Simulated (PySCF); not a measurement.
## Computed spin Hamiltonian

Compound: C7H8N (doublet state).
SMILES with atom numbers: `[CH2:1]/[CH:2]=[CH:3]\[n:4]1[cH:5][cH:6][cH:7][cH:8]1` (hydrogens: H9, H10 on C1; H11 on C2; H12 on C3; H13 on C5; H14 on C6; H15 on C7; H16 on C8)

Geometry (GFN2-xTB, Å), atoms numbered from 1 in this order:
```xyz
16
C7H8N angstrom
C      2.4636    0.4779   -0.7886
C      2.0917   -0.6400   -0.1117
C      0.8136   -1.0646    0.2548
N     -0.3518   -0.3550    0.2197
C     -1.5931   -0.9424    0.2518
C     -2.5459    0.0318    0.2323
C     -1.8658    1.2746    0.2100
C     -0.5285    1.0045    0.2018
H      1.7588    1.1856   -1.1834
H      3.5002    0.6583   -1.0082
H      2.8767   -1.3383    0.1537
H      0.6930   -2.0838    0.5943
H     -1.6966   -2.0096    0.2667
H     -3.6080   -0.1128    0.2385
H     -2.3180    2.2465    0.2078
H      0.3025    1.6763    0.2491
```

The hyperfine couplings belong to this conformer and change with its torsions.

The calculation used PySCF, UKS B3LYP, pcH-1 on C H N, non-relativistic, mean-field spin-orbit, GIAO. Isolated species at its GFN2-xTB geometry (one conformer only). A GFN2-xTB geometry isn't a minimum of the functional, and hyperfine couplings can be far from their values at a DFT geometry. The frame is twisted about the C3–N4 bond at this geometry (dihedral H12–C3–N4–C5 = -17°); couplings at other torsion angles weren't computed. Stability of the SCF solution: not tested.

```
g1, g2, g3                      : 2.00225, 2.00257, 2.00293
g_iso                           : 2.00258
Form of g                       : rhombic: the two nearest values differ by 46 % of g3 − g1
⟨S²⟩                            : 0.7714 (exact 0.7500)
HOMO–LUMO gap, α and β orbitals : 5.06, 3.73 eV
Basis functions                 : 280
```

Hyperfine couplings atom by atom, in mT; T1 to T3 are the principal values of the dipolar part (MHz turned into mT with g_iso):

| atom | isotope | a_iso | T1 | T2 | T3 | Mulliken spin population |
| --- | --- | --- | --- | --- | --- | --- |
| C1 | 13C | 1.66 | -1.56 | -1.50 | 3.07 | 0.58 |
| C2 | 13C | -1.55 | -0.90 | 0.33 | 0.57 | -0.23 |
| C3 | 13C | 1.89 | -1.79 | -1.70 | 3.49 | 0.59 |
| N4 | 14N | -0.13 | -0.08 | -0.06 | 0.15 | 0.00 |
| C5 | 13C | 0.16 | -0.13 | -0.09 | 0.23 | 0.03 |
| C6 | 13C | 0.00 | -0.13 | -0.11 | 0.24 | 0.04 |
| C7 | 13C | 0.09 | -0.19 | -0.16 | 0.35 | 0.06 |
| C8 | 13C | -0.02 | -0.09 | -0.04 | 0.14 | 0.01 |
| H9 | 1H | -1.25 | -0.66 | -0.04 | 0.70 | -0.02 |
| H10 | 1H | -1.28 | -0.76 | -0.01 | 0.77 | -0.03 |
| H11 | 1H | 0.51 | -0.18 | -0.05 | 0.23 | 0.01 |
| H12 | 1H | -1.41 | -0.82 | -0.03 | 0.86 | -0.03 |
| H13 | 1H | -0.10 | -0.09 | -0.05 | 0.14 | 0.00 |
| H14 | 1H | -0.11 | -0.08 | -0.03 | 0.11 | 0.00 |
| H15 | 1H | -0.15 | -0.10 | -0.03 | 0.13 | 0.00 |
| H16 | 1H | -0.06 | -0.12 | 0.03 | 0.09 | 0.00 |

The largest Mulliken spin populations are on C3 (+0.59), C1 (+0.58), C2 (-0.23) and C7 (+0.06). The positive populations add up to 1.32 and the negative ones to -0.32, together 2S = 1. The angles at C3 add up to 360.0°, so it is planar; its axial dipolar tensor and the negative coupling of its proton fit spin in a p orbital normal to that plane.

The SMILES `[CH2]/C=C\n1cccc1` draws the unpaired electron on C1, whose computed spin population is only +0.58.

Axes: g2 points within 10° of the C3–N4 bond.

Under fast tumbling the dipolar parts average out, and these isotropic splittings remain (the largest six): 1 × 1H (H12, I = 1/2, 2 lines) with 1.41 mT, 1 × 1H (H10, I = 1/2, 2 lines) with 1.28 mT, 1 × 1H (H9, I = 1/2, 2 lines) with 1.25 mT, 1 × 1H (H11, I = 1/2, 2 lines) with 0.51 mT, 1 × 1H (H15, I = 1/2, 2 lines) with 0.15 mT and 1 × 14N (N4, I = 1, 3 lines) with 0.13 mT.

H9 and H10 aren't averaged: C1 is flat or nearly so (angle sum 360°), and its turn about the short C1–C2 bond (1.36 Å) is taken as slow. C5 and C8, with what hangs on them, aren't averaged: N4 is flat or nearly so (angle sum 360°), and its turn about the short N4–C3 bond (1.36 Å) is taken as slow.

The 13C coupling of C3 (53.0 MHz) shows only in satellite lines or after enrichment, since that isotope makes up about 1.07 % of natural carbon.
